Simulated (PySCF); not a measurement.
C₃H₁₀OS₂Si.
Atom-mapped SMILES: `[CH3:1][O:2][SiH2:3][S:4][CH2:5][CH2:6][SH:7]` (hydrogens: H8, H9, H10 on C1; H11, H12 on Si3; H13, H14 on C5; H15, H16 on C6; H17 on S7)

Structure used (GFN2-xTB), in Å, numbered top down from 1:
```xyz
17
C3H10OS2Si angstrom
C      3.1814    0.0974    0.6391
O      1.8365    0.3647    0.3707
Si     1.1119    0.4855   -1.0690
S     -0.9068    0.9526   -0.5747
C     -1.2347   -0.3225    0.7095
C     -2.6598   -0.2270    1.2105
S     -3.8751   -0.7911   -0.0286
H      3.8257    0.8307    0.1506
H      3.4533   -0.8988    0.2841
H      3.3245    0.1513    1.7184
H      1.1570   -0.7878   -1.7837
H      1.5879    1.5955   -1.8758
H     -1.0452   -1.3017    0.2700
H     -0.5367   -0.1422    1.5270
H     -2.8018   -0.8829    2.0701
H     -2.9083    0.7972    1.4874
H     -3.5168    0.0909   -0.9559
```

The calculation used TDDFT PBE0/def2-SVPD, vertical, gas phase, core orbitals frozen in the response (PySCF 2.14.0, density-fitted response routines).

Transition dipole moments from the ground state, in atomic units and in the frame of the coordinates above (overall signs are arbitrary), for the states with f of 0.002 or more among the lowest 7:

| state | E (eV) | μx | μy | μz |
| --- | --- | --- | --- | --- |
| S1 | 5.558 | 0.255 | -0.029 | -0.062 |
| S3 | 5.920 | 0.114 | -0.197 | -0.235 |
| S4 | 5.995 | 0.049 | 0.082 | 0.093 |
| S5 | 6.255 | 0.369 | -0.250 | -0.107 |
| S6 | 6.459 | 0.360 | 0.137 | 0.102 |
| S7 | 6.619 | -0.141 | 0.063 | 0.084 |

Work out the oscillator strengths.

f = (2/3) ΔE |μ|² with ΔE in hartree (27.2114 eV).

```tsv
state	|μ|² (au)	|μ| (D)	f
S1	0.070	0.67	0.009
S3	0.107	0.83	0.016
S4	0.018	0.34	0.003
S5	0.210	1.17	0.032
S6	0.158	1.01	0.025
S7	0.031	0.45	0.005
```

Which bond between heavy atoms lies closest to the direction of the S5 transition dipole?

Si3–S4, at 20° from it; next C5–C6 at 30°.

What angle do the transition dipoles of S3 and S6 make?

|cos θ| = |μa·μb| / (|μa| |μb|) = 0.08, so θ ≈ 86° (taken between 0 and 90°, since the signs are arbitrary).

What peak molar absorption coefficient would the strongest computed level give as a lone Gaussian band 0.4 eV wide at half height?

ε(max) = 2.175×10⁸ f / FWHM, with the width in cm⁻¹. S5: 2.175×10⁸ × 0.0322 / 3226 ≈ 2200 L mol⁻¹ cm⁻¹.

One conformer stands for the species.
